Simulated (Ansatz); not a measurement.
Born–Oppenheimer molecular dynamics of FH$_{5}$Sn (7 atoms, charge 0, multiplicity 1). It starts at the highest image of a converged band, a first-order saddle point between two minima.

Method: Ansatz, RKS PBE-D4/def2-TZVP.

```
ensemble                      : NVE (velocity Verlet)
time step                     : 0.5 fs
steps asked                   : 200
starting velocities drawn for : 300 K
seed                          : 3933
```

First frame:

```xyz
7
Properties=species:S:1:pos:R:3
Sn -0.579 -0.124 -0.209
H 1.251 -0.764 0.380
H -0.518 -1.424 -1.341
H -1.359 -0.516 1.261
H -1.214 1.264 -0.994
H 1.396 0.211 0.488
F 1.024 1.353 0.415
```

Question: What does the run give?

Answer: The run went to its last step.

| Property | Result |
| --- | --- |
| steps done | 200 |
| time covered | 100 fs |
| mean temperature over the second half | 1580 K |
| spread of the potential energy over the second half | 20.4 meV per atom |
| mean potential energy of the second half above the start | -118.2 meV per atom |

The conserved energy stayed within 0.37 meV per atom of its start (net change 0.3 meV per atom), so the integration is sound. The kinetic energy rose, since the run started high on the potential surface and went downhill. It ends in pieces (FH3Sn + H2), so much of that is their flight and rotation, not heat. A run of 0.1 ps of so small a system gives no equilibrium averages. The orbitals stay closed-shell, which can raise the energy where a bond breaks towards radicals; this wasn't checked here.

Question: What happens to the structure?

Answer: Between its relaxed ends the band would form Sn1–F7, H2–H6 and break Sn1–H2, H6–F7. These pairs go: Sn1–F7 2.27 → 2.02 Å, H2–H6 0.99 → 0.69 Å, Sn1–H2 2.03 → 7.39 Å, H6–F7 1.20 → 8.01 Å. In the last frame they stand as after the step (other bonds may differ from the relaxed reactants and products). Also parted: Sn1–H6 2.12 → 7.81 Å. It ends as FH3Sn + H2. Pairs count as bonded within 1.25 times the sum of covalent radii (0.12 Å more for H–H). Another seed would give other details.

Question: How do temperature and energy run in time?

Answer: 
```
time (fs)  T (K)  potential energy less start (eV)  conserved less start (meV/atom)
        0    300                             0.000                             0.00
        3    178                             0.079                             0.07
        6    131                             0.110                             0.07
        9    174                             0.082                             0.02
       12     92                             0.135                             0.09
       15    178                             0.080                             0.08
       18    378                            -0.051                            -0.06
       21    413                            -0.072                             0.10
       24    702                            -0.260                             0.06
       27   1094                            -0.514                            -0.09
       30   1262                            -0.620                             0.18
       33   1586                            -0.830                             0.10
       36   1976                            -1.085                            -0.32
       39   2089                            -1.158                            -0.27
       42   2074                            -1.146                             0.11
       45   1974                            -1.082                             0.06
       48   1675                            -0.889                            -0.08
       51   1449                            -0.743                            -0.11
       54   1340                            -0.672                             0.06
       57   1403                            -0.711                             0.20
       60   1806                            -0.975                            -0.26
       63   2020                            -1.114                            -0.32
       66   1890                            -1.027                             0.05
       69   1805                            -0.971                             0.28
       72   1729                            -0.923                             0.07
       75   1637                            -0.866                            -0.27
       78   1563                            -0.818                            -0.29
       81   1360                            -0.684                             0.14
       84   1246                            -0.610                             0.22
       87   1354                            -0.682                            -0.06
       90   1420                            -0.725                            -0.20
       93   1410                            -0.718                            -0.03
       96   1578                            -0.825                             0.16
       99   1824                            -0.986                            -0.13
```

The run took 4.7 min on 2 threads of Intel(R) Xeon(R) Platinum 8259CL CPU @ 2.50GHz (Skylake/Cascade Lake), on a shared host, peak memory 0.18 GiB.
